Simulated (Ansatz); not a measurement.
A structure drawn as `N=C(F)BS`, with this starting geometry:

```xyz
8

N     0.054   -0.633   -1.369
C    -0.637   -0.063   -0.546
F    -1.954   -0.022   -0.726
B    -0.047    0.674    0.689
S     1.867    0.579    1.014
H    -0.307   -1.111   -2.251
H    -0.719    1.183    1.484
H     1.743   -0.607    1.705
```

Total charge 0; spin multiplicity 1.

Task: Does it keep its bonds when Ansatz relaxes it at PBE-D4/def2-SVP and then PBE0-D4/def2-TZVP?

Result: Yes, every drawn bond is still there and no new one forms.

Task: Give the relaxed structure. (An estimate is asked.)

Result: Computed: 
Z-matrix (Å, degrees):
```
C
F 1 1.354
B 1 1.579 2 114.2
N 1 1.252 2 121.1 3 180.0
S 3 1.756 1 119.6 2 -179.9
H 3 1.189 1 121.4 2 0.1
H 4 1.020 1 112.6 2 0.0
H 5 1.350 3 95.5 1 -0.0
```
All modes are real.

Atoms count as bonded under 1.1 times the sum of their covalent radii (H–H under 0.85 Å, pairs among N, O and F under 1.55 Å), and a drawn bond as lost past 1.3 times.
